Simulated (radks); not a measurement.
Question: These are the eigenvalues of the occupied orbitals of an atom or ion with whole-number occupations (hartree). All-electron calculation, Dirac Kohn-Sham, BLYP, spin-unpolarised, spherical densities, finite nucleus; Fermi nuclear charge, rms radius of each element as measured or else 0.836 A^(1/3) + 0.57 fm. Program: a radial shooting solver on a logarithmic mesh with Libxc functionals.

1s1/2: -3051.602
2s1/2: -541.4796
2p1/2: -519.7670
2p3/2: -448.1744
3s1/2: -129.4341
3p1/2: -119.6111
3p3/2: -103.7543
3d3/2: -87.41853
3d5/2: -84.02033
4s1/2: -29.42694
4p1/2: -25.20822
4p3/2: -21.37778
4d3/2: -14.46563
4d5/2: -13.75149
5s1/2: -5.57966
4f5/2: -4.85547
4f7/2: -4.70128
5p1/2: -4.18175
5p3/2: -3.50193
5d3/2: -1.59854
5d5/2: -1.52266

Which element is it, and in what charge state? The configuration may be excited. Open shells, if any, fill j = l - 1/2 first.

Answer: Z = 80, mercury, charge +3: Hg3+ in [Xe] 4f14 5d9. The list shows which subshells hold electrons but not how many an open one holds; the 1s level, -3051.6 hartree, gives Z - s = 78.1 by -(Z - s)^2/2, which with screening and relativity narrows Z to a few neighbours, and the depths of the outer levels then fix element, charge and occupations together.
